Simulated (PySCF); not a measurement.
Isomers of C2H6N2. Isolated molecules, 0 K electronic values unless said otherwise. One relaxed conformer stands for each flexible species; it need not be the lowest. Strings in code marks are SMILES. All members: neutral, multiplicity 1. Level: TPSSh-D3(BJ)/def2-TZVP // B3LYP-D3(BJ)/def2-TZVP (PySCF), beside PBE-D3(BJ)/def2-TZVP // B3LYP-D3(BJ)/def2-TZVP (PySCF) at the same geometries.  Orbital energies are measured against the vacuum level.

| species | HOMO, PBE (eV) | HOMO, TPSSh-D3(BJ) (eV) |
|---|---|---|
| `[H]/N=C(/C)N` (N–C–N–H torsion 16°) | -5.66 | -6.22 |
| `[H]/N=C\NC` (C–N–C–N torsion 6°) | -5.49 | -6.00 |
| `C=NCN` (C–N–C–N torsion -124°, N–C–N–H torsion -174°) | -5.46 | -6.17 |
| `C/N=C\N` (N–C–N–H torsion 165°) | -5.45 | -6.06 |
| `C1NCN1` | -4.64 | -5.29 |
| `C=C(N)N` (N–C–N–H torsion -46°, N–C–N–H torsion -46°) | -4.53 | withheld |

**Question.** Fit y = a + b·x, y being the HOMO at the first level, to the 5 complete rows by least squares, with x = the PBE value in eV. Give a, b and the rms residual, and predict the withheld value.

**Answer.** Means of the 5 rows: x̄ = -5.34, ȳ = -5.948 eV. Σ(x − x̄)² = 0.6414 and Σ(x − x̄)(y − ȳ) = 0.5944, so b = 0.927 and a = ȳ − b·x̄ = -0.998 eV. The rms residual is 0.064 eV. At x = -4.53 the line gives -5.20 eV, outside the range of the fitted rows. The run for `C=C(N)N` (N–C–N–H torsion -46°, N–C–N–H torsion -46°) gave -5.02 eV, so the line is off by 0.18 eV, more than twice the rms residual.

Codes: PySCF.
